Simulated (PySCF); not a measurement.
Level of theory: PySCF with B3LYP-D3(BJ)/def2-TZVP // TPSS-D3(BJ)/def2-SVP. Isolated molecules, 0 K electronic values unless said otherwise. One relaxed conformer stands for a flexible species; it need not be the lowest. B3LYP has the VWN-RPA correlation part, as in Gaussian. 

Reference species: [Cd(OH)2] (neutral, multiplicity 1).

| Quantity | Result |
|---|---|
| LUMO | -1.91 eV |
| mean distance from the central atom to its bonded neighbours | 1.976 Å |

Changed species: [Cd(OH)(Br)] (Y = Br; the reference has Y = OH).

Give the shifts of the LUMO and mean distance from the central atom to its bonded neighbours.

the LUMO drops by 0.43 eV, to -2.34 eV; the mean distance from the central atom to its bonded neighbours goes up by 0.224 Å, to 2.200 Å.
